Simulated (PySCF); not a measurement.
# Löwdin shares of the frontier orbitals

CH₅BrSi.
Cartesian coordinates in Å at the PBE0-D3(BJ)/def2-SVP level; atoms count from 1:
```
atom  x, y, z in Å
C1    -0.9190    0.3694    0.1341
Si2    0.7149   -0.4874   -0.1511
Br3    2.3379    1.0483   -0.1387
H4    -0.9166    0.8872    1.1045
H5    -1.7466   -0.3575    0.1249
H6    -1.0971    1.1159   -0.6547
H7     1.0262   -1.4725    0.9238
H8     0.7567   -1.1703   -1.4757
```

Method: TDDFT wB97X-D/def2-SVPD, vertical, gas phase, core orbitals frozen in the response (PySCF). Relativistic effects, spin–orbit coupling among them, are left out although an element past zinc is present.

Kohn–Sham orbitals with the atoms that hold most of them (Löwdin shares over 4%, at most four atoms; ? is withheld):

| orbital | ε (eV) | atoms |
| --- | --- | --- |
| HOMO-3 | -11.97 | Br3 35%, Si2 24%, C1 15%, H7 9% |
| HOMO-2 | -11.91 | Br3 38%, C1 27%, Si2 22%, H5 4% |
| HOMO-1 | -10.14 | Br3 77%, Si2 12%, H7 6%, H8 4% |
| HOMO | -10.14 | Br3 76%, Si2 10%, C1 9% |
| LUMO | ? | Br3 40%, Si2 30%, H7 9%, H8 9% |
| LUMO+1 | 1.98 | Si2 38%, Br3 19%, C1 16%, H5 7% |
| LUMO+2 | 2.52 | Br3 33%, Si2 25%, H7 11%, H8 11% |

Q: What is the LUMO energy, and the HOMO–LUMO gap?

A: ε(LUMO) = 1.55 eV; the gap is 11.69 eV (0.4298 hartree).

Within 0.005 eV of a neighbour in this list lie HOMO-1/HOMO (point group found: Cs); within a degenerate set the shares of single atoms can hang on how the components are chosen.

Q: The HOMO–LUMO gap is 11.69 eV. Where does the response calculation put the lowest singlet, and from which orbitals?

A: S1 is at 6.96 eV (f = 0.021), 4.74 eV below the gap, made of HOMO-1→LUMO (89%). Without the coupling terms of the response equations the lowest excitation would equal the gap.

Next come S2 at 7.00 eV (f 0.021), HOMO→LUMO (90%); S3 at 7.96 eV (f 0.0026), HOMO-1→LUMO+1 (80%); S4 at 8.02 eV (f 0.061), HOMO→LUMO+1 (82%); S5 at 8.36 eV (f 0.0033), HOMO-1→LUMO+2 (74%), HOMO-1→LUMO+5 (10%).
